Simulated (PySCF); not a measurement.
**Unknowns**

- geometry: GFN2-xTB
- shieldings: GIAO PBE0/pcSseg-1
- code: PySCF 2.14
- one averaged value for each set of equivalent atoms, no relativistic terms, no solvent model, one conformer

Scale: $^{1}$H and $^{13}$C against TMS (reference shieldings calculated alike). Where no couplings were computed, multiplicities follow the n + 1 count of equivalent neighbours, and m marks all less simple cases (inequivalent or close neighbours, rings, F or P nearby). Acid and N–H amide carbonyl carbons lie up to 10 ppm further downfield in solution (hydrogen bonding). Shifts are as computed. Against solution values, carbons near 30 ppm lie about +3 ppm off and those near 130 ppm about +5 ppm. Of 1211 compounds with measured shifts, 218 miss one by over three times the rms of a fit or turn the order of signals round; such compounds aren't used in these exercises. OH and NH positions are gas-phase values without hydrogen bonding to other molecules.

Problem. C$_{7}$H$_{7}$NO. $^{1}$H NMR (500 MHz, computed): δ 8.19 (d, 1H), 7.11 (m, 1H), 6.91 (m, 1H), 6.27 (br, 1H), 5.56 (d, 1H), 4.82 (m, 1H), 3.94 (m, 1H). $^{13}$C{$^{1}$H} NMR (computed): δ 158.2, 156.9, 155.3, 154.1, 117.8, 55.8, 48.6. What is it?

Solution. `O=CNC1=C[C@@H]2C=C[C@H]12`. Rings plus π bonds: 5 (2 rings in the answer). 7 carbon signals for 7 carbons: no two carbons are equivalent. Carbon types of the structure: 1 × C, 6 × CH, leaving 1 H on heteroatoms. δC 158.2: amide carbonyl carbon; it is a carbonyl in resonance with an O or N lone pair, the region of acids, esters and amides. δC 156.9: alkene carbon bearing nitrogen; an sp2 carbon further deshielded by the attached heteroatom. δC 155.3, 154.1: alkene CH; the olefinic region. δC 117.8: β carbon of an enol-ether or enamine type C=C.

This is the structure that produced the data.

Problem. C$_{6}$H$_{4}$O$_{4}$. $^{1}$H NMR (400 MHz, computed): δ 9.54 (s, 1H), 8.18 (s, 1H), 7.39 (d, 1H), 6.43 (d, 1H). $^{13}$C{$^{1}$H} NMR (computed): δ 162.0 (CH), 161.8 (C), 154.2 (CH), 145.1 (CH), 143.2 (C), 123.2 (CH). Identify the compound.

Solution. `O=COc1ccc(=O)oc1`. Rings plus π bonds: 5 (1 ring in the answer). 6 carbon signals for 6 carbons: no two carbons are equivalent. Carbon types of the structure: 2 × C, 4 × CH, which accounts for all hydrogens. δC 162.0: ester carbonyl carbon; lone-pair donation from the attached heteroatom keeps it upfield of a ketone carbonyl. δC 154.2, 145.1, 123.2: unsaturated ring CH. δC 143.2: unsaturated ring carbon. δH 9.54, 7.39, 6.43: hydrogen on a unsaturated ring CH.

This is the structure that produced the data.

Problem. C$_{7}$H$_{7}$NO. $^{1}$H NMR (400 MHz, computed): δ 7.49 (m, 1H), 7.14 (m, 1H), 6.35 (br, 1H), 6.16 (d, 1H), 4.65 (m, 1H), 4.63 (m, 1H), 3.34 (d, 1H). $^{13}$C{$^{1}$H} NMR (computed): δ 163.1, 141.8, 137.1, 132.6, 100.0, 96.9, 86.5. What is it?

Solution. SMILES C(/C#C)=C\C(=O)NC=C. Rings plus π bonds: 5 (no ring in the answer). 7 carbon signals for 7 carbons: no two carbons are equivalent. Carbon types of the structure: 2 × C, 4 × CH, 1 × CH2, leaving 1 H on heteroatoms. δC 137.1: alkene carbon bearing nitrogen; an sp2 carbon further deshielded by the attached heteroatom. δC 132.6: β carbon of a C=C–C=O unit; conjugation with the carbonyl draws π density from the β position. δC 96.9: β carbon of an enol-ether or enamine type C=C; the O or N lone pair pushes π density onto this β carbon and shields it. δC 86.5: alkyne carbon; the triple bond shields along its axis, which puts it between sp3 and sp2 carbons.

The shifts were computed for this structure.
